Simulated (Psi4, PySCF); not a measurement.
Here is a job for PySCF.
```python
from pyscf import gto, scf, mp

mol = gto.Mole()
mol.atom = '''
    C     1.39412504   -1.53470091   -0.23312337
    Si   -0.02280346   -0.29923318    0.05226009
    C    -1.59822436   -1.14354604    0.70087042
    Cl    0.58008648    1.10144890    1.39720879
    Cl   -0.44748036    0.63864468   -1.70111043
    H     1.11693539   -2.29088516   -0.96147875
    H     2.28529446   -1.03451143   -0.60339701
    H     1.66362802   -2.04466112    0.68690871
    H    -2.39633076   -0.42253728    0.85786579
    H    -1.96333966   -1.88823681   -0.00004098
    H    -1.41664703   -1.64201277    1.64834648
'''
mol.basis = 'sto-3g'
mol.verbose = 4
mol.build()

mf = scf.RHF(mol)
mf.kernel()

pt = mp.MP2(mf, frozen=17)
pt.kernel()
print('E(MP2) = %.10f' % pt.e_tot)
```

Task: Give the equivalent Psi4 input.

Result: This is not unique; one that fits is 
```
memory 2 GB

molecule {
0 1
  C     1.39412504   -1.53470091   -0.23312337
  Si   -0.02280346   -0.29923318    0.05226009
  C    -1.59822436   -1.14354604    0.70087042
  Cl    0.58008648    1.10144890    1.39720879
  Cl   -0.44748036    0.63864468   -1.70111043
  H     1.11693539   -2.29088516   -0.96147875
  H     2.28529446   -1.03451143   -0.60339701
  H     1.66362802   -2.04466112    0.68690871
  H    -2.39633076   -0.42253728    0.85786579
  H    -1.96333966   -1.88823681   -0.00004098
  H    -1.41664703   -1.64201277    1.64834648
}

set basis sto-3g
set freeze_core true
set mp2_type conv
set scf_type pk
set puream true
set d_convergence 1e-8

energy('mp2')
print_variables()
```

Both were run: PySCF gave -1273.373938 Eh and Psi4 -1273.373938 Eh, 0.000 mEh apart.
